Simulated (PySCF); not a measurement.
## Working out the excitation energy of Ge

Ge [Ar] 3d10 4s2 4p2 (3P) → Ge [Ar] 3d10 4s1 4p3 (5S). Calculation: PySCF 2.14, in aug-cc-pwCVDZ-PP with ECP10MDF; a scalar-relativistic core potential. Frozen: 3s2 3p6 3d10. Energies in hartree (1 hartree = 27.21139 eV):

| part | Ge (lower) | Ge (upper) |
| --- | --- | --- |
| UHF | -293.342075 | -293.212967 |
| CCSD correlation | -0.059963 | -0.021796 |
| (T) | -0.001110 | -0.000162 |

**Question.** What does Hartree-Fock give?

**Answer.** (-293.212967) − (-293.342075) = 0.129108 hartree = 3.513 eV.

**Question.** What do CCSD and CCSD(T) give?

**Answer.** The CCSD correlation energies differ by 0.038167 hartree = 1.039 eV and the triples by 0.000948 hartree = 0.026 eV, so CCSD gives 4.552 eV and CCSD(T) 4.578 eV.

Measured between the centres of the two terms (NIST): 5.078 eV, so CCSD(T) (valence) is off by -0.500 eV.

A double-zeta basis recovers only part of the correlation energy.

What remains against the reference includes basis incompleteness, the frozen core and higher excitations.
